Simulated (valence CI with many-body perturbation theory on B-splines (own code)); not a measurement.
# Mo XXVII: electric-dipole lines

Computed by valence CI with perturbative core correlation (CI+MBPT): six valence electrons over a frozen Dirac-Fock core [Ne], a basis of 9 s, 9 p, 8 d, 6 f, 3 g, 1 h functions for each j, with the one-electron correlation potential Σ1, the two-electron term Σ2, the three-electron term Σ3, Breit, model QED; selected CI, second order for the rest, scaled by the run's own slope (own B-spline code, finite nucleus).

The last digits are not significant, and no measured levels were compared; by estimate large intervals hold to a few tenths of a per cent, small ones and those within an open d or f shell to about a per cent. Among the levels kept, up to 1600 cm⁻¹ of a level comes from second order outside the variational space, and about a tenth of that is noise between levels of different J, which matters for small intervals.

Lines 51 to 82 of 82 in falling wavelength, among levels below 1328600 cm⁻¹, chosen from the strongest by gf and those to the six lowest levels. Wavelengths and rates use the calculated energies. Electric multipoles are in the length gauge, E1 and E2 with the static RPA response of the core. Weak lines are less certain than strong ones. Lines between different terms over intervals too small for the method are left out, as are lines whose strength nearly cancels. The highest levels of a list are the least certain.

Names give the largest LS component (configuration and term), which can be under half, so a name can repeat, a term be missing and a line seem to break the LS rules; names also repeat where a configuration has a term twice. Letters in brackets count levels of one name in rising energy.

```
λ vac (nm)                 Upper         Lower   A (s⁻¹)  S (a.u.) with core polarisation  S without
     9.880  3s2 3p3 3d 3F°_3 [b]  3s2 3p4 1D_2  1.11e+10                         3.71e-02   3.79e-02
     9.859      3s2 3p3 3d 3G°_3  3s2 3p4 3P_2  1.40e+10                         4.62e-02   4.72e-02
     9.806      3s2 3p3 3d 3P°_0  3s2 3p4 3P_1  2.19e+10                         1.02e-02   1.04e-02
     9.769  3s2 3p3 3d 3D°_3 [b]  3s2 3p4 1D_2  2.01e+09                         6.47e-03   6.61e-03
     9.691  3s2 3p3 3d 3D°_1 [b]  3s2 3p4 3P_0  1.93e+10                         2.60e-02   2.66e-02
     9.663      3s2 3p3 3d 3D°_2  3s2 3p4 3P_1  4.36e+09                         9.72e-03   9.93e-03
     9.657  3s2 3p3 3d 3D°_1 [a]  3s2 3p4 3P_2  2.41e+09                         3.22e-03   3.29e-03
     9.650  3s2 3p3 3d 3P°_2 [b]  3s2 3p4 1D_2  2.80e+10                         6.21e-02   6.35e-02
     9.601  3s2 3p3 3d 3F°_2 [b]  3s2 3p4 3P_2  2.72e+09                         5.94e-03   6.07e-03
     9.571  3s2 3p3 3d 3P°_1 [b]  3s2 3p4 1D_2  3.39e+08                         4.40e-04   4.55e-04
     9.540  3s2 3p3 3d 3P°_2 [a]  3s2 3p4 3P_1  2.59e+10                         5.56e-02   5.68e-02
     9.438      3s2 3p3 3d 1F°_3  3s2 3p4 1D_2  1.21e+10                         3.50e-02   3.58e-02
     9.430  3s2 3p3 3d 3F°_3 [a]  3s2 3p4 3P_2  3.16e+09                         9.16e-03   9.35e-03
     9.280  3s2 3p3 3d 3D°_3 [a]  3s2 3p4 3P_2  2.74e+09                         7.55e-03   7.72e-03
     9.278      3s2 3p3 3d 3S°_1  3s2 3p4 1D_2  1.25e+11                         1.48e-01   1.51e-01
     9.268  3s2 3p3 3d 3P°_2 [b]  3s2 3p4 3P_1  4.85e+08                         9.53e-04   9.66e-04
     9.195  3s2 3p3 3d 3P°_1 [b]  3s2 3p4 3P_1  1.74e+10                         2.00e-02   2.05e-02
     9.101  3s2 3p3 3d 3D°_1 [b]  3s2 3p4 3P_2  2.41e+09                         2.69e-03   2.76e-03
     8.940  3s2 3p3 3d 3P°_1 [a]  3s2 3p4 3P_0  2.44e+08                         2.58e-04   2.62e-04
     8.925      3s2 3p3 3d 3S°_1  3s2 3p4 3P_1  2.56e+10                         2.70e-02   2.76e-02
     8.717  3s2 3p3 3d 3F°_2 [c]  3s2 3p4 3P_2  1.47e+10                         2.40e-02   2.45e-02
     8.436  3s2 3p3 3d 3P°_1 [a]  3s2 3p4 3P_2  6.53e+10                         5.81e-02   5.94e-02
     8.360  3s2 3p3 3d 3P°_1 [b]  3s2 3p4 3P_0  2.92e+10                         2.53e-02   2.59e-02
     8.262      3s2 3p3 3d 3D°_2  3s2 3p4 3P_2  6.26e+09                         8.71e-03   8.91e-03
     8.172  3s2 3p3 3d 3P°_2 [a]  3s2 3p4 3P_2  1.25e+11                         1.68e-01   1.72e-01
     8.137      3s2 3p3 3d 3S°_1  3s2 3p4 3P_0  1.07e+11                         8.55e-02   8.75e-02
     8.128  3s2 3p3 3d 3F°_3 [b]  3s2 3p4 3P_2  6.84e+10                         1.27e-01   1.30e-01
     8.053  3s2 3p3 3d 3D°_3 [b]  3s2 3p4 3P_2  7.95e+10                         1.43e-01   1.47e-01
     7.972  3s2 3p3 3d 3P°_2 [b]  3s2 3p4 3P_2  1.66e+11                         2.08e-01   2.12e-01
     7.918  3s2 3p3 3d 3P°_1 [b]  3s2 3p4 3P_2  2.68e+11                         1.97e-01   2.02e-01
     7.826      3s2 3p3 3d 1F°_3  3s2 3p4 3P_2  1.82e+11                         3.01e-01   3.08e-01
     7.717      3s2 3p3 3d 3S°_1  3s2 3p4 3P_2  3.02e+09                         2.05e-03   2.09e-03
```
